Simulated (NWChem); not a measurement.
Species: C$_{3}$H$_{3}$F$_{3}$; SMILES FC(F)=C(C)F

```xyz
9

C     -1.1645    -1.5190     0.0000
C      0.0283    -0.6423     0.0000
F      1.2110    -1.2673     0.0000
C      0.0271     0.6905     0.0000
F     -1.0723     1.4119     0.0000
F      1.1034     1.4359     0.0000
H     -2.0872    -0.9259     0.0000
H     -1.1623    -2.1702    -0.8889
H     -1.1623    -2.1702     0.8889
```
Atoms are numbered in this order, from 1.

All runs: NWChem. Pople sets run with spherical d functions. STO-3G and 3-21G are far too small for this property and stand as cheap habits. Structure relaxed at the PBE0/def2-SVP level. B3LYP is NWChem's, with the RPA form of VWN correlation. GIAO values for the isolated, static molecule; σ is the absolute isotropic shielding, δ = σ(reference) − σ with the isolated reference molecule computed at the same levels (13C: tetramethylsilane, 19F: trichlorofluoromethane, 1H: tetramethylsilane).

```csv
level,δ C1 (ppm),δ C2 (ppm),δ F3 (ppm),δ C4 (ppm),δ F5 (ppm),δ F6 (ppm),δ H7 (rotor mean) (ppm)
B3LYP/6-311G**,?,?,?,?,?,?,?
"LDA (Slater exchange, VWN5)/pcSseg-1",13.0,135.8,-202.1,167.7,-143.2,-126.0,1.99
Hartree-Fock/STO-3G,18.0,111.4,-41.6,128.6,-26.7,-18.5,1.51
Hartree-Fock/6-31G*,11.8,120.3,-145.3,145.4,-92.9,-73.1,1.98
```

Task: Complete the blanks.

Result: 
- B3LYP/6-311G**, δ C1 (ppm): 13.4
- B3LYP/6-311G**, δ C2 (ppm): 131.4
- B3LYP/6-311G**, δ F3 (ppm): -193.1
- B3LYP/6-311G**, δ C4 (ppm): 161.0
- B3LYP/6-311G**, δ F5 (ppm): -137.3
- B3LYP/6-311G**, δ F6 (ppm): -119.7
- B3LYP/6-311G**, δ H7 (rotor mean) (ppm): 1.90
